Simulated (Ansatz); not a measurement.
Cost and result for the atomization energy of `BBBr` (6 atoms, 5 bonds).

Z-matrix (Å, degrees):
```
B
B 1 1.645
H 1 1.198 2 121.5
H 1 1.198 2 121.5 3 176.7
Br 2 1.919 1 112.6 3 -88.4
H 2 1.192 1 131.3 3 91.6
```

The species carries charge 0 and has multiplicity 1. Correlated methods include outer-core shells of Br, which these sets cover unevenly. Scalar relativity is left out up to krypton. Geometry: relaxed with PBE0-D4/def2-TZVP. Program: Ansatz. All runs use 2 threads of an Arm Neoverse V1 on a shared host. Times are those of one run each, without the atoms' runs, and a repeat can differ threefold. Electronic energies, without spin–orbit coupling; frozen cores. CCSD(T)/CBS adds CCSD(T) − MP2 in def2-TZVPP to the MP2 limit, and its time is that of the two runs behind it. T1 = 0.011. With those shells the extrapolation isn't a true limit.

CCSD(T)/CBS is a level of theory with its own doubt, some kJ/mol a heavy atom from the limit and from the frozen cores, so smaller differences don't rank the functionals.

```tsv
level	functions	wall time	atomization (kJ/mol)	difference from CCSD(T)/CBS	per bond
revPBE-D4/def2-TZVPP	152	1.4 s	1887.2	1.0	0.2
PBE-D4/def2-TZVPP (with forces)	152	1.8 s	1928.7	42.5	8.5
CCSD(T)/def2-SVP	75	1.9 s	1807.6	-78.6	-15.7
PBE0-D4/def2-TZVPP	152	1.9 s	1914.6	28.4	5.7
BHLYP-D4/def2-TZVPP	152	2 s	1882.0	-4.2	-0.8
CAM-B3LYP-D4/def2-TZVPP	152	2.3 s	1909.5	23.3	4.7
PBE-QIDH/def2-TZVPP	152	3.4 s	1904.0	17.8	3.6
r2SCAN-D4/def2-TZVPP (with forces)	152	3.4 s	1927.8	41.6	8.3
ωB97X-V/def2-TZVPP	152	6 s	1901.9	15.7	3.1
ωB97M-V/def2-TZVPP (with forces)	152	8 s	1902.1	15.9	3.2
MP2/def2-QZVPP	293	11 s	1902.1	15.9	3.2
CCSD(T)/def2-TZVPP	152	24 s	1845.3	-40.9	-8.2
CCSD(T)/CBS(def2)	–	35 s	1886.2	0.0	0.0
```

In def2-TZVPP, CCSD(T) changes the Hartree–Fock value by +331.8 kJ/mol (the triples alone add +21.2 kJ/mol) and MP2 by +365.1 kJ/mol; breaking electron pairs costs correlation energy, which Hartree–Fock lacks. The D4 term adds +15.0 kJ/mol with B3LYP and +7.7 kJ/mol with PBE0; it sums over pairs of atoms, weighted by their polarisabilities, and B3LYP, whose exchange is more repulsive, gets the larger term. From PBE to PBE0 (25 % exact exchange), in def2-TZVPP and without D4, the atomization energy moves by −12.6 kJ/mol: exact exchange takes away binding that semilocal exchange gives to molecules.

B3LYP here is the variant with VWN-RPA as its local correlation; programs differ in this.
